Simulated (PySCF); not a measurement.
An unknown shows these calculated signals:

$^{1}$H NMR (600 MHz, computed): δ 4.56 (s, 6H), 4.54 (q, 2H), 3.70 (s, 1H), 0.46 (t, 3H).

$^{13}$C{$^{1}$H} NMR (computed): δ 0.8 (CH3).

Level of theory: PBE0-D3(BJ)/def2-SVP structure, shielding tensors at HF/pcSseg-1 (GIAO), in PySCF (relativity neglected, one computed conformer, in vacuum, rapidly exchanging positions averaged).

Shifts are taken against calculated references (same method and geometry level): TMS for $^{1}$H (σref 31.69), $^{13}$C (σref 190.85).

**Question.** Which of these does the molecule contain: a Si–CH3 group, an OH group, a non-aromatic C=C double bond, a benzene ring, a Si–H bond?

**Answer.** 
- A Si–CH3 group: yes (δC 0.8; δH 0.46 (t)).
- An OH group: no.
- A non-aromatic C=C double bond: no.
- A benzene ring: no.
- A Si–H bond: yes (δH 4.54 (q)).

The data belong to `C[SiH2]O[SiH](O[SiH3])O[SiH3]`, CH12O3Si4; they needn't prove each group on their own.

Carbon signals by region: 1 below 50 ppm.

Shifts are as computed. Against solution values, carbons near 30 ppm lie about -0 ppm off and those near 130 ppm about +7 ppm. Of 1309 compounds with measured shifts, 239 miss one by over three times the rms of a fit or turn the order of signals round; such compounds aren't used in these exercises. No couplings were computed; multiplicities are counted from neighbouring protons, with m where these are inequivalent, close in shift, in a saturated or five-membered ring or joined by F or P, and br s for small geminal =CH2 splittings.
